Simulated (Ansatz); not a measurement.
Two isomers of CH7BClNSi: A = `NBC[SiH2]Cl`, B = `BN(C)[SiH2]Cl`.

Program: Ansatz. Geometries: PBE0-D4/def2-TZVP. ΔE: electronic, gas phase. CCSD(T)/CBS is the MP2 limit (def2-TZVPP, def2-QZVPP) plus CCSD(T) − MP2 in def2-TZVPP, frozen cores. DFT in def2-TZVPP. B3LYP here is the variant with VWN-RPA as its local correlation; programs differ in this. One conformer a species, not always the lowest.

Which isomer does CCSD(T)/CBS put lower? Give the gap. (Estimate.)

Computed: A, by 41.6 kJ/mol.

Give E(B) − E(A) in kJ/mol with MP2/def2-TZVPP, CCSD(T)/def2-TZVPP, B3LYP-D4, PBE0-D4, ωB97M-V, r2SCAN-D4, B2PLYP. (An estimate is asked.)

The calculation gave: MP2/def2-TZVPP 40.9, CCSD(T)/def2-TZVPP 39.8, B3LYP-D4 40.6, PBE0-D4 50.6, ωB97M-V 45.7, r2SCAN-D4 50.0, B2PLYP 40.5. None reverses the order clearly.

Largest T1 diagnostic: 0.011.

In def2-TZVPP, CCSD(T) changes the Hartree–Fock value by +7.3 kJ/mol (the triples alone add +0.1 kJ/mol) and MP2 by +8.4 kJ/mol.
